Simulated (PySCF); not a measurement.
# Computed properties of HfF3Cl, SMILES [F][Hf]([F])([F])[Cl], multiplicity 1

HfF3Cl, SMILES [F][Hf]([F])([F])[Cl], multiplicity 1. Geometry optimised at B3LYP-D3(BJ)/def2-SVP. The multiplicity is an assumed one; no other spin state was optimised. The structure was generated by enumeration; whether it is a known compound was not checked. The def2 effective core potentials stand for the cores of Hf; spin–orbit coupling is left out. One conformer was computed; it need not be the lowest. All values are computed for the isolated molecule unless a solvent is named; none is compared with measurement here.

**Structure.** The optimised structure has C3v symmetry. All 9 harmonic modes at B3LYP-D3(BJ)/def2-SVP (PySCF) are real, so it is a minimum. With heavy atoms numbered as in [Hf:1]([F:2])([F:3])([F:4])[Cl:5], the shortest bond between them is Hf1–F2 at 1.906 Å and the longest Hf1–Cl5 at 2.358 Å.

**Vibrations.** The strongest infrared lines (harmonic, unscaled, degenerate partners summed) lie at 675 cm⁻¹ (244 km/mol, F 86 %, Hf 14 %), 388 cm⁻¹ (58 km/mol, Cl 80 %, Hf 19 %), 680 cm⁻¹ (57 km/mol, F 96 %). The softest mode is at 122 cm⁻¹ and the zero-point energy is 4.5 kcal/mol.

**Electronic structure.** ωB97X/def2-TZVP (PySCF) places the frontier levels at -12.49 and 0.89 eV, a gap of 13.38 eV, and gives a dipole moment of 0.11 D and a mean polarisability of 43.2 bohr³. PBE/def2-TZVP (PySCF) at the same geometry gives -8.55 and -2.15 eV, so its gap is 6.98 eV narrower. An orbital gap is neither the optical nor the fundamental gap.

**Excitations.** TDDFT-B3LYP/def2-SVPD (PySCF) has S1 at 6.78 eV (183 nm, f = 0.000, dark); the most intense of the 10 singlets computed lies at 7.40 eV (f = 0.07). Strengths of degenerate partners are summed. T1 (TDA) is at 6.45 eV. TDDFT-PBE/def2-SVPD (PySCF) puts S1 at 6.30 eV. No vertical singlet excitation falls in the visible range (under 3.1 eV).
